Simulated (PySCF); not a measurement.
An unknown is described by computed data only.

Formula: C6H7NOS.

| Quantity | Value |
| --- | --- |
| 1H NMR | chemical shifts (computed TMS as zero) by class: 8.52 (1 H), 6.59 (1 H), 6.52 (1 H), 4.51 (1 H), 2.52 (3 H) ppm [GIAO PBE0/pcSseg-1] |
| NMR, other nuclei | isotropic shieldings of nuclei other than C and H, by class: -46 (1 N), 203 (1 O), 459 (1 S) ppm [GIAO PBE0/pcSseg-1] |
| 13C NMR | chemical shifts (computed TMS as zero) by class: 170.1 (1 C), 169.5 (1 C), 156.0 (1 C), 110.3 (1 C), 109.3 (1 C), 19.5 (1 C) ppm [GIAO PBE0/pcSseg-1] |
| Rotational structure | rotational constants A, B, C: 3.320, 0.900, 0.711 GHz [GFN2-xTB] |
| UV, first state | lowest singlet excitation: 4.73 eV (262 nm, f = 0.015) [TDDFT PBE0/def2-SVPD] |
| Polarisability | 104.1 au [PBE0/def2-SVPD] |

The electronic properties come from PySCF, for the isolated species, density fitting. Levels stand in brackets. One conformer (not necessarily the lowest) at the GFN2-xTB geometry, without solvent, vibrations or thermal averaging. NMR classes are plain means over equivalent atoms (diastereotopic ones count apart unless rotation or inversion swaps them), as if these changed places fast.

Question: Give a SMILES that accounts for the data.

Answer: Numbering: `[CH3:1][S:2][c:3]1[cH:4][c:5]([OH:6])[cH:7][cH:8][n:9]1`. Its formula, C6H7NOS, gives 4 degrees of unsaturation: 1 ring and 3 π bonds in the structure found (Kekulé form). 6 carbons fall into 6 classes; from least to most shielded: substituted aromatic carbon [C3] (170.1 ppm), aromatic carbon bearing oxygen [C5] (169.5 ppm), aromatic CH next to a ring nitrogen [C8] (156.0 ppm), aromatic CH carbon [C7] (110.3 ppm), aromatic CH carbon [C4] (109.3 ppm), S-methyl carbon [C1] (19.5 ppm). Hydrogen classes from least to most shielded: 1 H on an aromatic CH next to a ring nitrogen, C8 (8.52 ppm), 1 H on an aromatic CH carbon, C7 (6.59 ppm), 1 H on an aromatic CH carbon, C4 (6.52 ppm), 1 H on a phenol-type oxygen, O6 (4.51 ppm), 3 H on an S-methyl carbon, C1 (2.52 ppm, a mean of values up to 0.9 ppm apart in this geometry). The other shieldings belong to: -46 ppm, pyridine-type nitrogen [N9]; 203 ppm, phenol-type oxygen [O6]; 459 ppm, sulfide sulfur [S2]. S1 is mainly HOMO→LUMO (weight 0.78); the largest Löwdin shares of the orbital it empties are 0.49 on the sulfide sulfur, 0.10 on an aromatic CH carbon, 0.08 on the substituted aromatic carbon and 0.08 on an aromatic CH carbon, of the orbital it fills 0.23 on the aromatic CH next to a ring nitrogen, 0.18 on an aromatic CH carbon, 0.13 on an aromatic CH carbon and 0.11 on the substituted aromatic carbon. The optimised geometry has point group Cs and is an asymmetric top. Structure: `CSc1cc(O)ccn1`. Computed isomers that give other values at the same levels: `C[S@@](=O)c1ccccn1` (13C chemical shifts (computed TMS as zero) by class: 182.8 (1 C), 154.2 (1 C), 143.9 (1 C), 128.2 (1 C), 124.4 (1 C), 49.8 (1 C) ppm); `C[S@](=O)c1cccnc1` (13C chemical shifts (computed TMS as zero) by class: 156.6 (1 C), 155.9 (1 C), 150.5 (1 C), 136.2 (1 C), 129.9 (1 C), 53.0 (1 C) ppm); `CNc1ccsc1C=O` (13C chemical shifts (computed TMS as zero) by class: 185.1 (1 C), 161.1 (1 C), 146.1 (1 C), 117.7 (1 C), 117.7 (1 C), 31.2 (1 C) ppm). The assignments are read from this structure; whether some other isomer fits the data as well wasn't checked.

The values belong to the conformer `[CH3:1][S:2][c:3]1[cH:4][c:5]([OH:6])[cH:7][cH:8][n:9]1`: C1–S2–C3–C4 180°, H–O6–C5–C4 0°.
